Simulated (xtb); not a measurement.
xtb job for C3H9Bi, SMILES [CH3][Bi]([CH3])[CH3], GFN2-xTB. 

```
$ xtb mol.xyz --gfn 2 --sp --chrg 0 --uhf 0 --json
$ cat mol.xyz
13

Bi     0.00106369    -0.00088943     0.32781914
C     -1.05801281    -1.55289663    -0.94084536
H     -0.57376214    -2.51386364    -0.82814586
H     -1.01003893    -1.24992945    -1.97676188
H     -2.09503371    -1.63939444    -0.64246228
C     -0.82453110     1.69749509    -0.92944116
H     -0.56121522     1.52759725    -1.96340418
H     -0.40799633     2.64257764    -0.60678848
H     -1.90192784     1.73376865    -0.83814794
C      1.87339752    -0.13662346    -0.94490614
H      1.58705509    -0.16361480    -1.98646856
H      2.42494087    -1.03623915    -0.70434661
H      2.50456990     0.72507028    -0.77130720
```

Program output:

```
[banner left out]
          |                Calculation Setup                |
           -------------------------------------------------



           -------------------------------------------------
          |                 G F N 2 - x T B                 |
           -------------------------------------------------

        Reference                      10.1021/acs.jctc.8b01176
      * Hamiltonian:
        H0-scaling (s, p, d)           1.850000    2.230000    2.230000
        zeta-weighting                 0.500000
      * Dispersion:
        s8                             2.700000
        a1                             0.520000
        a2                             5.000000
        s9                             5.000000
      * Repulsion:
        kExp                           1.500000    1.000000
        rExp                           1.000000
      * Coulomb:
        alpha                          2.000000
        third order                    shell-resolved
        anisotropic                    true
        a3                             3.000000
        a5                             4.000000
        cn-shift                       1.200000
        cn-exp                         4.000000
        max-rad                        5.000000


          ...................................................
          :                      SETUP                      :
          :.................................................:
          :  # basis functions                  25          :
          :  # atomic orbitals                  25          :
          :  # shells                           17          :
          :  # electrons                        26          :
          :  max. iterations                   250          :
          :  Hamiltonian                  GFN2-xTB          :
          :  restarted?                      false          :
          :  GBSA solvation                  false          :
          :  PC potential                    false          :
          :  electronic temp.          300.0000000     K    :
          :  accuracy                    1.0000000          :
          :  -> integral cutoff          0.2500000E+02      :
          :  -> integral neglect         0.1000000E-07      :
          :  -> SCF convergence          0.1000000E-05 Eh   :
          :  -> wf. convergence          0.1000000E-03 e    :
          :  Broyden damping             0.4000000          :
          :  net charge                          0          :
          :  unpaired electrons                  0          :
          ...................................................

 iter      E             dE          RMSdq      gap      omega  full diag
   1    -13.4386778 -0.134387E+02  0.411E+00    7.00       0.0  T
   2    -13.4977121 -0.590343E-01  0.264E+00    7.03       1.0  T
   3    -13.5241862 -0.264741E-01  0.109E+00    6.87       1.0  T
   4    -13.5250285 -0.842329E-03  0.238E-01    6.83       1.0  T
   5    -13.5250551 -0.265477E-04  0.672E-02    6.84       1.0  T
   6    -13.5250589 -0.380368E-05  0.245E-02    6.84       1.1  T
   7    -13.5250589 -0.317076E-07  0.833E-03    6.84       3.3  T
   8    -13.5250590 -0.550280E-07  0.380E-03    6.84       7.3  T
   9    -13.5250590 -0.145261E-07  0.499E-04    6.84      55.6  T
  10    -13.5250590 -0.451017E-10  0.942E-05    6.84     294.4  T

   *** convergence criteria satisfied after 10 iterations ***

         #    Occupation            Energy/Eh            Energy/eV
      -------------------------------------------------------------
         1        2.0000           -0.8545362             -23.2531
       ...           ...                  ...                  ...
         7        2.0000           -0.4601831             -12.5222
         8        2.0000           -0.4534511             -12.3390
         9        2.0000           -0.4526926             -12.3184
        10        2.0000           -0.4521612             -12.3039
        11        2.0000           -0.3935979             -10.7103
        12        2.0000           -0.3935450             -10.7089
        13        2.0000           -0.3678785             -10.0105 (HOMO)
        14                         -0.1163696              -3.1666 (LUMO)
        15                         -0.1161191              -3.1598
        16                         -0.0533452              -1.4516
        17                          0.1805723               4.9136
        18                          0.2081524               5.6641
       ...                                ...                  ...
        25                          0.2560816               6.9683
      -------------------------------------------------------------
                  HL-Gap            0.2515089 Eh            6.8439 eV
             Fermi-level           -0.2421240 Eh           -6.5885 eV

 SCC (total)                   0 d,  0 h,  0 min,  0.004 sec
 SCC setup                      ...        0 min,  0.000 sec (  2.290%)
 Dispersion                     ...        0 min,  0.000 sec (  1.269%)
 classical contributions        ...        0 min,  0.000 sec (  0.577%)
 integral evaluation            ...        0 min,  0.000 sec ( 13.214%)
 iterations                     ...        0 min,  0.002 sec ( 51.709%)
 molecular gradient             ...        0 min,  0.001 sec ( 28.539%)
 printout                       ...        0 min,  0.000 sec (  2.168%)

         :::::::::::::::::::::::::::::::::::::::::::::::::::::
         ::                     SUMMARY                     ::
         :::::::::::::::::::::::::::::::::::::::::::::::::::::
         :: total energy             -13.352308278571 Eh    ::
         :: gradient norm              0.000521628213 Eh/a0 ::
         :: HOMO-LUMO gap              6.843906798723 eV    ::
         ::.................................................::
         :: SCC energy               -13.525041956031 Eh    ::
         :: -> isotropic ES            0.018878334987 Eh    ::
         :: -> anisotropic ES          0.005684908546 Eh    ::
         :: -> anisotropic XC          0.009302821257 Eh    ::
         :: -> dispersion             -0.007458819125 Eh    ::
         :: repulsion energy           0.172733677460 Eh    ::
         :: add. restraining           0.000000000000 Eh    ::
         :: total charge              -0.000000000000 e     ::
         :::::::::::::::::::::::::::::::::::::::::::::::::::::

           -------------------------------------------------
          |                Property Printout                |
           -------------------------------------------------

    * Orbital Energies and Occupations

         #    Occupation            Energy/Eh            Energy/eV
      -------------------------------------------------------------
         1        2.0000           -0.8545362             -23.2531
         2        2.0000           -0.5616396             -15.2830
         3        2.0000           -0.5616206             -15.2825
         4        2.0000           -0.5573387             -15.1660
         5        2.0000           -0.4635407             -12.6136
         6        2.0000           -0.4604078             -12.5283
         7        2.0000           -0.4601831             -12.5222
         8        2.0000           -0.4534511             -12.3390
         9        2.0000           -0.4526926             -12.3184
        10        2.0000           -0.4521612             -12.3039
        11        2.0000           -0.3935979             -10.7103
        12        2.0000           -0.3935450             -10.7089
        13        2.0000           -0.3678785             -10.0105 (HOMO)
        14                         -0.1163696              -3.1666 (LUMO)
        15                         -0.1161191              -3.1598
        16                         -0.0533452              -1.4516
        17                          0.1805723               4.9136
        18                          0.2081524               5.6641
        19                          0.2085237               5.6742
        20                          0.2346115               6.3841
        21                          0.2387375               6.4964
        22                          0.2398865               6.5276
        23                          0.2433335               6.6214
        24                          0.2526769               6.8757
        25                          0.2560816               6.9683
      -------------------------------------------------------------
                  HL-Gap            0.2515089 Eh            6.8439 eV
             Fermi-level           -0.2421240 Eh           -6.5885 eV

     #   Z          covCN         q      C6AA      α(0)
     1  83 Bi       2.686     0.331   442.652    40.009
     2   6 C        3.663    -0.185    24.434     7.090
     3   1 H        0.928     0.022     2.696     2.568
     4   1 H        0.929     0.032     2.554     2.499
     5   1 H        0.928     0.020     2.729     2.583
     6   6 C        3.663    -0.185    24.436     7.091
     7   1 H        0.929     0.032     2.561     2.503
     8   1 H        0.928     0.020     2.730     2.584
     9   1 H        0.928     0.023     2.691     2.565
    10   6 C        3.663    -0.185    24.432     7.090
    11   1 H        0.929     0.032     2.560     2.502
    12   1 H        0.928     0.021     2.720     2.579
    13   1 H        0.928     0.022     2.705     2.572

 Mol. C6AA /au·bohr⁶  :       2524.921073
 Mol. C8AA /au·bohr⁸  :     141219.839976
 Mol. α(0) /au        :         84.234190


Wiberg/Mayer (AO) data.
largest (>0.10) Wiberg bond orders for each atom

 ---------------------------------------------------------------------------
     #   Z sym  total        # sym  WBO       # sym  WBO       # sym  WBO
 ---------------------------------------------------------------------------
     1  83 Bi   2.931 --     2 C    0.971    10 C    0.971     6 C    0.971
     2   6 C    3.977 --     5 H    0.994     3 H    0.994     4 H    0.992
                             1 Bi   0.971
     3   1 H    0.999 --     2 C    0.994
     4   1 H    0.999 --     2 C    0.992
     5   1 H    1.000 --     2 C    0.994
     6   6 C    3.977 --     8 H    0.994     9 H    0.994     7 H    0.992
                             1 Bi   0.971
     7   1 H    0.999 --     6 C    0.992
     8   1 H    1.000 --     6 C    0.994
     9   1 H    0.999 --     6 C    0.994
    10   6 C    3.977 --    12 H    0.994    13 H    0.994    11 H    0.992
                             1 Bi   0.971
    11   1 H    0.999 --    10 C    0.992
    12   1 H    1.000 --    10 C    0.994
    13   1 H    1.000 --    10 C    0.994
 ---------------------------------------------------------------------------

Topologies differ in total number of bonds
Writing topology from bond orders to xtbtopo.mol

molecular dipole:
                 x           y           z       tot (Debye)
 q only:        0.002      -0.003       0.653
   full:        0.002      -0.003       0.519       1.320
molecular quadrupole (traceless):
                xx          xy          yy          xz          yz          zz
 q only:       -0.727       0.001      -0.733       0.010      -0.010       1.460
  q+dip:       -0.494      -0.009      -0.505       0.005      -0.012       0.999
   full:       -0.215      -0.007      -0.222       0.003      -0.006       0.437


           -------------------------------------------------
          | TOTAL ENERGY              -13.352308278571 Eh   |
          | GRADIENT NORM               0.000521628213 Eh/α |
          | HOMO-LUMO GAP               6.843906798723 eV   |
           -------------------------------------------------

------------------------------------------------------------------------
Note: The following floating-point exceptions are signalling: IEEE_UNDERFLOW_FLAG IEEE_DENORMAL
normal termination of xtb
------------------------------------------------------------------------
 total:
 SCF:
```

The calculation finished and met its thresholds.

Cost: around 0.04 core-seconds (rough).
